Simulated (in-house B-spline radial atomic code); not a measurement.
Stripping tungsten of all its electrons. The total binding energy is the sum of the 74 successive ionisation energies. Configuration: [Xe] 4f14 (5d3/2)4 6s2. Method: Dirac-Hartree-Fock, average of the jj configuration, Fermi nucleus of rms radius 5.3658 fm. Calculated with an all-electron radial atomic-structure program (B-spline basis).

Dirac-Coulomb total energy: -16156.2083 hartree. First-order corrections (hartree): Breit 16.86, self-energy 14.01, vacuum polarisation -2.524, recoil 0.0297.

Q: What total binding energy follows, and how does it compare with the sum of NIST's ionisation energies?

A: 438861 eV from the corrected total, against 438987 ± 33 eV from NIST's table (measured, semi-empirical and theoretical entries, uncertainties added in quadrature). The table binds 126.2 eV more, 1.71 eV per electron, the size expected of the correlation energy that Hartree-Fock leaves out.

Q: What share of the binding belongs to the last two electrons?

A: 36 % by NIST's values (159937.9 eV).
